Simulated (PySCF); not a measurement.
From one molecule to another.

First species: C₈H₉NO.
SMILES: `n1ccc(cc1)OCC=C`

Second species: 3'-aminoacetophenone, C₈H₉NO.
Structure used (GFN2-xTB), in Å, numbered top down from 1:
```xyz
19
C8H9NO angstrom
C      3.0914   -0.2516   -0.0491
C      1.8256   -0.6765    0.6563
O      1.8577   -1.4286    1.6062
C      0.5440   -0.1366    0.1365
C      0.4598    0.7365   -0.9487
C     -0.7802    1.1869   -1.3652
C     -1.9365    0.7862   -0.7234
C     -1.8725   -0.0857    0.3663
N     -3.0073   -0.4362    1.0593
C     -0.6223   -0.5375    0.7803
H      3.2040    0.8291   -0.0007
H      3.9441   -0.7244    0.4320
H      3.0547   -0.5529   -1.0935
H      1.3443    1.0653   -1.4693
H     -0.8489    1.8615   -2.2063
H     -2.8986    1.1476   -1.0580
H     -3.8892   -0.3204    0.5892
H     -2.9409   -1.2393    1.6622
H     -0.5391   -1.2141    1.6182
```

Levels: PBE0/pcSseg-1 for dipole moment, HOMO energy, LUMO energy and HOMO–LUMO gap; GFN2-xTB for rotational constant A and rotational constant C. Geometries: GFN2-xTB. Each structure is a single optimised conformer of the isolated species, non-relativistic unless stated. Electronic properties by PySCF.

Dipoles, sizes and rotational constants follow the conformer. The torsions of the flexible species, by atom-mapped SMILES:
- `[CH2:1]=[CH:2][CH2:3][O:4][c:5]1[cH:6][cH:7][n:8][cH:9][cH:10]1`: C1–C2–C3–O4 -138°, C2–C3–O4–C5 -74°, C3–O4–C5–C6 -5°
- `[CH3:1][C:2](=[O:3])[c:4]1[cH:5][cH:6][cH:7][c:8]([NH2:9])[cH:10]1`: C1–C2–C4–C5 0°, H–N9–C8–C7 21°, H–N9–C8–C7 164°

```
             property   column X   column Y
        dipole moment     3.27 D     3.21 D
          HOMO energy   -7.24 eV   -6.17 eV
          LUMO energy   -0.50 eV   -1.46 eV
        HOMO–LUMO gap    6.74 eV    4.71 eV
rotational constant A  3.580 GHz  2.628 GHz
rotational constant C  0.661 GHz  0.705 GHz
```

**Question.** Which column belongs to which species?

**Answer.** Column X is the first species and column Y the second. The first has 19 atoms and 72 electrons, the second 19 and 72.

**Question.** How does each property change from the first species to the second?

**Answer.** dipole moment -0.06 D; HOMO energy +1.07 eV; LUMO energy -0.96 eV; HOMO–LUMO gap -2.03 eV; rotational constant A -0.952 GHz; rotational constant C +0.044 GHz.

On the first: A dipole of 3.27 D is allowed in C1, and pure rotational transitions are dipole-allowed. In atomic units the dipole is 1.29 e·bohr (1 au = 2.5417 D).

On the second: In atomic units the dipole is 1.26 e·bohr (1 au = 2.5417 D).
